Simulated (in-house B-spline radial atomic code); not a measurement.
Inner levels of iridium as electrons are removed. A shift is the extra binding of the orbital against the neutral atom ([Xe] 4f14 5d7 6s2). The density at the nucleus is averaged over the nuclear charge. Computed with a radial B-spline atomic code at the basis-set limit: Dirac-Hartree-Fock, average of the configuration, finite nuclei.

```csv
ion,configuration,shift of 5p1/2 (eV),shift of 5s1/2 (eV),shift of 2p3/2 (eV),radius of 5p1/2 (bohr),radius of 5s1/2 (bohr),radius of 2p3/2 (bohr),Σ<r²> (bohr²),change of density at nucleus (bohr⁻³)
Ir,[Xe] 4f14 5d7 6s2,0,0,0,1.0795,0.99186,0.068518,66.473,-
Ir+,[Xe] 4f14 5d7 6s1,8.1746,8.064,8.0975,1.0791,0.99323,0.068518,52.408,-76.67
Ir2+,[Xe] 4f14 5d7,17.493,17.24,17.386,1.0782,0.99415,0.068518,42.138,-191.34
Ir3+,[Xe] 4f14 5d6,31.119,31.223,31.822,1.0708,0.99023,0.068518,37.126,-171.03
Ir4+,[Xe] 4f14 5d5,45.847,46.378,47.708,1.0623,0.98545,0.068517,33.048,-143.96
Ir5+,[Xe] 4f14 5d4,61.5,62.516,64.878,1.053,0.97999,0.068517,29.592,-110.56
Ir6+,[Xe] 4f14 5d3,77.958,79.507,83.216,1.0434,0.97401,0.068517,26.583,-71.15
Ir7+,[Xe] 4f14 5d2,95.134,97.257,102.64,1.0335,0.96762,0.068516,23.913,-26.03
Ir8+,[Xe] 4f14 5d1,112.96,115.69,123.09,1.0234,0.96094,0.068515,21.509,24.56
Ir9+,[Xe] 4f14,131.4,134.77,144.51,1.0133,0.95403,0.068514,19.322,80.38
Ir10+,[Kr] 4d10 4f14 5s2 5p5,152.53,154.83,170.03,1.0004,0.94476,0.068513,17.777,144.11
Ir11+,[Kr] 4d10 4f14 5s2 5p4,174.11,175.28,196.3,0.98831,0.93574,0.068511,16.316,210.07
Ir12+,[Kr] 4d10 4f14 5s2 5p3,196.13,196.12,223.3,0.97674,0.92696,0.06851,14.929,278.24
Ir13+,[Kr] 4d10 4f14 5s2 5p2,218.56,217.33,251.04,0.96561,0.9184,0.068508,13.61,348.55
```
